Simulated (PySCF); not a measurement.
PySCF 2.14 output of an unrestricted TPSSh calculation on a single atom or ion in aug-cc-pVTZ-PP with ECP60MDF, with a scalar-relativistic core potential:

```
SCF conv_tol = 1e-09
number electrons alpha = 9  beta = 4
    V. N. Staroverov, G. E. Scuseria, J. Tao, and J. P. Perdew.,  J. Chem. Phys. 119, 12129 (2003)
cycle= 1 E= -57.1092484603289  delta_E= -0.00428  |g|= 0.0124  |ddm|= 0.239
cycle= 2 E= -57.1093104430529  delta_E= -6.2e-05  |g|= 0.00671  |ddm|= 0.0278
cycle= 3 E= -57.1093298535926  delta_E= -1.94e-05  |g|= 0.000471  |ddm|= 0.0145
cycle= 4 E= -57.1093299958565  delta_E= -1.42e-07  |g|= 1.74e-05  |ddm|= 0.00104
cycle= 5 E= -57.109329996057  delta_E= -2e-10  |g|= 1.36e-06  |ddm|= 4.45e-05
converged SCF energy = -57.109329996057  <S^2> = 8.7513948  2S+1 = 6.0004649
```

The run itself started from symmetry-adapted Hartree-Fock orbitals and held the occupation by maximum overlap, on a logarithmic radial grid, so the iterations belong to that start.

Task: Which element, charge and spin multiplicity is this?

Result: Ta (tantalum, neutral), multiplicity 6; the state was [Xe] 4f14 5d3 6s1 7s1, high-spin 6F determinant (an excited configuration).

Energies and moments cover only the electrons outside the core potential. Spin-orbit coupling, absent here, splits the open shell strongly. The outer electron is Rydberg-like, and this basis confines it to a smaller radius and binds it less than a complete one would.
